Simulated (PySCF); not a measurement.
C3H14OSi3.
Structure used (PBE0-D3(BJ)/def2-SVP), in Å, numbered top down from 1:
```xyz
21
C3H14OSi3 angstrom
C     -0.8540   -1.9415   -0.1050
C     -0.9792   -0.4800    0.3230
C     -2.3913    0.0602    0.0975
Si     0.2881    0.6024   -0.5727
Si     0.2337    2.8226    0.1913
O      1.8359    0.0410   -0.3216
Si     2.9084   -0.9628    0.4309
H     -1.0600   -2.0615   -1.1817
H     -1.5734   -2.5766    0.4391
H      0.1504   -2.3509    0.0848
H     -0.7419   -0.4061    1.4010
H     -2.6508    0.0733   -0.9744
H     -3.1409   -0.5704    0.6039
H     -2.5135    1.0861    0.4798
H      0.0060    0.5432   -2.0437
H     -1.0973    3.4613   -0.0604
H      0.4897    2.8450    1.6672
H      1.2860    3.6452   -0.4820
H      2.5284   -1.1558    1.8649
H      4.2685   -0.3567    0.3617
H      2.9328   -2.2989   -0.2387
```

The closed-shell ground state was solved at several levels (PySCF, density fitting, gas phase, non-relativistic).

```tsv
level	basis functions	HOMO (eV)	LUMO (eV)	gap (eV)	dipole (D)
PBE0/pcSseg-1	210	-7.57	-0.13	7.44	1.32
KT3/pcSseg-1	210	-6.49	-1.00	5.49	1.26
```

Problem. What might B3LYP/def2-SVPD (267 basis functions) give for the same quantities?

Solution. HOMO -7.34 eV, LUMO -0.42 eV, gap 6.92 eV, dipole 1.24 D.

Problem. Over all these levels, which gives the widest orbital gap and which the narrowest?

Solution. PBE0/pcSseg-1 (global hybrid, 25 % exact exchange) has the widest, 7.44 eV, and KT3/pcSseg-1 (GGA) the narrowest, 5.49 eV. The two share the basis. From the narrowest to the widest the HOMO moves by -1.08 eV and the LUMO by +0.87 eV.

Problem. How far do the dipole and the HOMO energy spread over the levels?

Solution. The dipole runs from 1.24 to 1.32 D (mean 1.27 D) and the HOMO from -7.57 to -6.49 eV.

One conformer stands for the species.
